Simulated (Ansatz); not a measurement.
`N[SiH](O)Cl` → `NO` + `[SiH]Cl` at 600 K and 1 bar (silylene formation by 1,1-elimination).

Isolated molecules relaxed with PBE0-D4/def2-TZVP in Ansatz; ΔE leaves out vibrations. CBS: MP2 limit from def2 TZ/QZ plus the TZ coupled-cluster correction, frozen cores. This one scheme is used for every species. One conformer a species, not always the lowest.

| species | CCSD(T)/CBS energy (Eh) | H − E (kJ/mol) | S (J/(mol·K)) |
| --- | --- | --- | --- |
| `N[SiH](O)Cl` | -881.28474 | 187.5 | 399.8 |
| `NO` | -131.61350 | 133.5 | 269.8 |
| `[SiH]Cl` | -749.43948 | 44.3 | 282.6 |

H − E and S are ideal-gas, rigid-rotor, harmonic terms from PBE0-D4/def2-TZVP, for one conformer and one mirror image of each species. 1 Eh = 2625.50 kJ/mol, R = 8.31446 J/(mol·K).

Question: By hand: ΔE, ΔH, ΔS and ΔG.

Answer: ΔE = (-131.61350) + (-749.43948) − (-881.28474) = 0.23176 Eh = 608.5 kJ/mol. Δ(H − E) = 133.5 + 44.3 − 187.5 = -9.7, so ΔH = 598.8 kJ/mol. ΔS = 269.8 + 282.6 − 399.8 = 152.6 J/(mol·K). ΔG = 598.8 − 600 × (152.6)/1000 = 507.2 kJ/mol.

Question: By hand: the equilibrium constant, and the temperature at which ΔG would vanish if ΔH and ΔS stayed fixed.

Answer: log₁₀ K = −ΔG/(RT ln 10) = -44.2. ΔG = 0 at ΔH/ΔS = 3924 K, far beyond where these terms or the molecules hold.

The number of gas molecules changes by +1, which sets the sign of ΔS. A doubt of 5 kJ/mol in ΔE shifts log₁₀ K by 0.4 here. Other conformers and mirror images would add mixing entropy, several J/(mol·K) or more a flexible species. These are equilibria of isolated gas molecules and say nothing of rates. Largest T1 diagnostic: 0.013 (customary marks: 0.02 for closed shells, 0.045 for open ones).
